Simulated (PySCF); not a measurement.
**C₆ coefficients of unlike pairs at PBE0**

Calculated with PySCF 2.14 from the dipole response of each species, C₆(A,B) = (3/π) ∫ α_A(iu) α_B(iu) du, in atomic units, from isotropic polarisabilities. For ions this is the dispersion term alone; charge-induced terms of lower order in 1/R come first.

```json
{"species": "O", "configuration": "[He] 2s2 2p4 (3P)", "basis": "aug-cc-pCVQZ-DK (9s8p6d4f2g)", "relativity": "spin-free X2C", "α (bohr³)": "5.371", "C₆ (like pair)": "16.19"}
{"species": "Si(2+)", "configuration": "[Ne] 3s2 (1S)", "basis": "aug-cc-pwCVQZ (10s9p7d5f3g)", "relativity": "none", "α (bohr³)": "11.95", "C₆ (like pair)": "41.47"}
{"species": "Sb+", "configuration": "[Kr] 4d10 5s2 5p2 (3P)", "basis": "aug-cc-pVTZ-PP with one added diffuse shell each of d, f type with ECP28MDF (6s5p5d3f)", "relativity": "core potential", "α (bohr³)": "25.17", "C₆ (like pair)": "201.4"}
{"species": "Ti+", "configuration": "[Ar] 3d2 4s1 (4F)", "basis": "x2c-QZVPPall with one added diffuse shell each of s, p, d, f, g type (12s8p6d4f3g)", "relativity": "spin-free X2C", "α (bohr³)": "49.85", "C₆ (like pair)": "319.3"}
```

Task: Estimate C₆ for Sb+ with Si(2+).

Result: The integral gives 91.18. The combination rule 2 C_A C_B / (C_A α_B/α_A + C_B α_A/α_B) gives 91.29 and the geometric mean 91.38.

No spin-orbit coupling is included.

The other pairs:

| pair | C₆ |
| --- | --- |
| Ti+, O | 59.74 |
| Ti+, Sb+ | 236.1 |
| Ti+, Si(2+) | 108.7 |
| Si(2+), O | 24.49 |
| Sb+, O | 55.01 |
